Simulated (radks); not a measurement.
Polarisability of the potassium ion K+, [Ar], at imaginary frequency. All-electron calculation, scalar-relativistic Kohn-Sham, LB94 model potential, spin-polarised, spherical densities, finite nucleus; Fermi nuclear charge, rms radius 3.4349 fm. Program: a radial shooting solver on a logarithmic mesh with Libxc functionals. Response by self-consistent Sternheimer equations with the Hartree and adiabatic LDA kernel, the relativistic mass of each level held fixed and spin-orbit coupling left out.

w (hartree)  alpha1(iw) (bohr^3)  alpha2(iw) (bohr^5)
0.00266                    5.741                17.88
0.0143                     5.740                17.87
0.0360                     5.733                17.86
0.0697                     5.711                17.81
0.118                      5.654                17.69
0.186                      5.531                17.43
0.280                      5.287                16.90
0.413                      4.846                15.92
0.605                      4.136                14.24
0.892                      3.159                11.69
1.35                       2.067                8.405
2.12                       1.118                4.984
3.59                      0.4879                2.265
6.94                      0.1652               0.7079
17.5                     0.03672               0.1205

Static values: alpha1 = 5.741 bohr^3 (0.8508 angstrom^3; uncoupled 8.918), alpha2 = 17.88 bohr^5, alpha3 = 117.5 bohr^7. C6 = 24.79, C8 = 430.8, triple-dipole C9 = 104.7 atomic units. One-pole (London) frequency 4 C6 / (3 alpha1^2) = 1.003 hartree, against 1.151 for minus the highest occupied eigenvalue.
